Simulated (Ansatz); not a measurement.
`C[SiH](Cl)N=C=O` + H–F → `O=C=N[SiH](F)Cl` + CH₄ at 400 K and 1 bar (ligand exchange at the Si–C bond).

Calculated with Ansatz (gas phase, PBE0-D4/def2-TZVP geometries, no zero-point term in ΔE). CBS: MP2 limit from def2 TZ/QZ plus the TZ coupled-cluster correction, frozen cores. This one scheme is used for every species. Each species was taken in one conformer, which may not be the lowest.

| species | CCSD(T)/CBS energy (Eh) | H − E (kJ/mol) | S (J/(mol·K)) |
| --- | --- | --- | --- |
| `C[SiH](Cl)N=C=O` | -957.35236 | 197.3 | 415.7 |
| H–F | -100.39570 | 36.5 | 182.2 |
| `O=C=N[SiH](F)Cl` | -1017.33874 | 104.0 | 393.0 |
| CH₄ | -40.46206 | 131.3 | 197.2 |

H − E and S are ideal-gas, rigid-rotor, harmonic terms from PBE0-D4/def2-TZVP, for one conformer and one mirror image of each species. 1 Eh = 2625.50 kJ/mol, R = 8.31446 J/(mol·K).

By hand: ΔE, ΔH, ΔS and ΔG.

ΔE = (-1017.33874) + (-40.46206) − (-957.35236) − (-100.39570) = -0.05274 Eh = -138.5 kJ/mol. Δ(H − E) = 104.0 + 131.3 − 197.3 − 36.5 = 1.5, so ΔH = -137.0 kJ/mol. ΔS = 393.0 + 197.2 − 415.7 − 182.2 = -7.7 J/(mol·K). ΔG = -137.0 − 400 × (-7.7)/1000 = -133.9 kJ/mol.

By hand: the equilibrium constant, and the temperature at which ΔG would vanish if ΔH and ΔS stayed fixed.

log₁₀ K = −ΔG/(RT ln 10) = 17.5. ΔG = 0 at ΔH/ΔS = 17792 K, far beyond where these terms or the molecules hold.

The number of gas molecules stays the same, so ΔS is small and ΔH decides. A doubt of 5 kJ/mol in ΔE shifts log₁₀ K by 0.7 here. Other conformers and mirror images would add mixing entropy, several J/(mol·K) or more a flexible species. Modes under 60 cm⁻¹, often nearly free rotors, make the harmonic entropy too high. These are equilibria of isolated gas molecules and say nothing of rates. Largest T1 diagnostic: 0.014 (customary marks: 0.02 for closed shells, 0.045 for open ones).
